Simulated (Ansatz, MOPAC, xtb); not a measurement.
Pair of molecules: CHN (SMILES C#N) (first 3 atoms) with HBr (SMILES Br); geometry from B3LYP-D3(BJ)/def2-TZVP, rigid monomers moved along the line of their centres of mass till N2···H5 is 2.41 Å.
(charge 0, multiplicity 1):
```xyz
5

C     -0.43984    -0.08430    -0.45793
N     -0.26343    -0.21409     0.66507
H     -0.60444     0.03681    -1.50541
Br     0.33069    -0.65084     4.43888
H      0.10873    -0.48724     3.03019
```

Counterpoise-corrected where a basis set is named; no monomer relaxation.

The state reached by PM7 isn't checked; PM7 holds dispersion and hydrogen-bond terms.

Codes used: Ansatz (Gaussian orbitals); MOPAC for PM7 (differences of heats of formation); xtb for the GFN methods. 

Question: One of these levels gives -3.93 kcal/mol for the interaction energy. Which one is it?
A) PM7
B) GFN-FF
C) PBE/def2-TZVPPD

Answer: A, PM7. The others give -2.56 (GFN-FF), -3.41 (PBE/def2-TZVPPD)

Ansatz is an electronic-structure program.
